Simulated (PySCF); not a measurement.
# What went wrong, or what changed?

The sound run of [PbO]2+ (singlet) uses PySCF 2.14.0, RKS BP86, Pb def2-SVP with ECP60, O def2-SVP; non-relativistic Hamiltonian with scalar-relativistic core potentials where named; density fitting; no spin-orbit coupling, grid (50, 194), threshold 1e-8 and 55 cycles at the relaxed geometry. This run, with dm0 from free metal ions and neutral atoms, differs:

```python
mol = gto.M(atom='''
Pb     0.00000    -0.00000    -0.63471
O      0.00000     0.00000     2.01750''',
    basis={'Pb': 'def2-SVP', 'O': 'def2-SVP'},
    ecp={'Pb': 'def2-SVP'},
    charge=2, spin=0)
mf = dft.RKS(mol, xc='B88,P86')
mf.grids.atom_grid = (15, 26)
mf = mf.density_fit()  # fitting sets: Pb def2-universal-JKFIT, O def2-universal-JKFIT
mf.conv_tol = 1e-08; mf.max_cycle = 55
mf.kernel(dm0)
mf.nuc_grad_method().kernel()
```

What was changed, and how did it end?

The integration grid was changed. It converged in 154 cycles, 2.308 eV from the sound run, largest force component 4.32 eV/Å. These settings are unsound on purpose: the numbers aren't the compound's.
```
init E= -267.106233011436
cycle= 1 E= -267.031175820747  delta_E= 0.0751  |g|= 0.248  |ddm|= 1.38
cycle= 2 E= -267.006301889583  delta_E= 0.0249  |g|= 0.422  |ddm|= 2.07
cycle= 3 E= -267.048403636259  delta_E= -0.0421  |g|= 0.139  |ddm|= 0.333
cycle= 4 E= -267.04847241969  delta_E= -6.88e-05  |g|= 0.154  |ddm|= 1.94
cycle= 5 E= -267.051458208892  delta_E= -0.00299  |g|= 0.0971  |ddm|= 0.0784
...
macro= 2  E= -267.053263295756  delta_E= -9.94653e-06  |g|= 0.00362774  2 KF 6 JK
macro= 3  E= -267.053263579728  delta_E= -2.83972e-07  |g|= 0.000958569  1 KF 4 JK
macro= 4  E= -267.053263579728  delta_E= -2.84217e-13  |g|= 2.44102e-05  1 KF 2 JK
macro X = 5  E=-267.053263579728  |g|= 2.44102e-05  total 10 KF 39 JK
converged SCF energy = -267.053263579728
```

Run from Python with OMP_NUM_THREADS=2; the lines above give its settings. Where DIIS fails, smearing, a level shift and second-order steps follow.
It took 3.5 s on 2 threads of Arm Neoverse V1, with other jobs on the host.
